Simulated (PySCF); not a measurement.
Job for PySCF: R-B3LYP/3-21G on H2OSn (SMILES [OH][SnH]), a point of a torsion scan.

```python
from pyscf import gto, scf, dft, mp
from pyscf.data.elements import chemcore

mol = gto.M(
    atom='''
    O    -1.05601647    0.16394742    0.28137031
    Sn    0.77911584    0.88109643   -0.12633339
    H    -1.56432521   -0.48507478   -0.20138331
    H     1.13848835   -0.11460779   -1.70885830
    ''',
    basis='3-21g',
    charge=0, spin=0, verbose=3, max_memory=1800)
mf = dft.RKS(mol, xc='b3lyp')
mf.conv_tol = 1e-8
mf.max_cycle = 100
mf.kernel()
if not mf.converged:
    mf = mf.newton().run(mf.mo_coeff, mf.mo_occ)
```

Predict the final total energy.

-6074.8354 hartree.
